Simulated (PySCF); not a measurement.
silyloxysilylmethanol (CH₈O₂Si₂), SMILES C([SiH2]O[SiH3])O. Coordinates come from a PBE-D3(BJ)/def2-SVP optimisation. The values are those of a single conformer.

Task: Give the equilibrium geometry at PBE-D3(BJ)/def2-SVP (PySCF confirms it by a frequency run) as Cartesian coordinates in Å. (The exact figures need the calculation; the answer reports its results.)

Result: Several could match; the one computed here: 
```xyz
13

O     -3.1727     0.3277    -0.1325
C     -1.9943     0.0967     0.6468
Si    -0.5030     0.0891    -0.5292
O      0.9333    -0.0203     0.3330
Si     2.5699    -0.3242     0.1607
H     -3.1133     1.2369    -0.4808
H     -1.8668     0.8276     1.4824
H     -2.1122    -0.8982     1.1256
H     -0.6183    -1.0512    -1.5044
H     -0.5465     1.3862    -1.3021
H      2.7948    -1.5524    -0.6820
H      3.2588     0.8451    -0.4913
H      3.1486    -0.5423     1.5281
```
Charge 0, spin multiplicity 1.
